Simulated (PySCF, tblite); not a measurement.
Isomers of C6H7N3O. Computed with GFN2-xTB (tblite): harmonic, unscaled wavenumbers at the GFN2-xTB geometry, gas phase. The method is semi-empirical: single wavenumbers can be off by several per cent or more. One conformer each.

Electronic energies: PBE0-D3(BJ)/def2-SVP at its own geometries (PySCF, gas phase).

```tsv
SMILES	electronic energy, lowest = 0 (kJ/mol)
C#CCn1ncc(OC)n1	224.2
C=Cn1nncc1C(C)=O	50.6
Cc1nnc(C=O)c(C)n1	0.0
```

Q: How do GFN2-xTB zero-point energies change the relative energies?

A: 
```tsv
SMILES	ZPE (kJ/mol)	of it from modes above 1550 cm⁻¹	electronic (kJ/mol)	with ZPE, lowest = 0 (kJ/mol)	lowest mode (cm⁻¹)	rings
Cc1nnc(C=O)c(C)n1	325.5	136.3	0.0	0.0	27	1
C=Cn1nncc1C(C)=O	329.9	150.1	50.6	54.9	41	1
C#CCn1ncc(OC)n1	328.6	151.5	224.2	227.2	25	1
```

The zero-point energies span 4.4 kJ/mol, from `Cc1nnc(C=O)c(C)n1` to `C=Cn1nncc1C(C)=O`. The order is unchanged.

Q: And how do the electronic energies of GFN2-xTB itself compare?

A: `Cc1nnc(C=O)c(C)n1` 0.0; `C=Cn1nncc1C(C)=O` 20.2; `C#CCn1ncc(OC)n1` 94.3 kJ/mol, lowest = 0. Against the energies above, taken from the same isomer `Cc1nnc(C=O)c(C)n1`, the largest difference is 129.9 kJ/mol. The two levels were optimised apart and needn't hold the same conformer.

Q: What do entropy and thermal enthalpy add at 298.15 K and 1 bar (rigid rotor, harmonic oscillator, one conformer each)?

A: 
```csv
SMILES,point group,symmetry number,S (J/(mol K)),H − H(0) (kJ/mol),ZPE + H − H(0) − TS (kJ/mol)
Cc1nnc(C=O)c(C)n1,C1,1,425.3,29.22,227.9
C=Cn1nncc1C(C)=O,Cs,1,403.8,27.37,236.9
C#CCn1ncc(OC)n1,C1,1,416.5,28.45,232.8
```
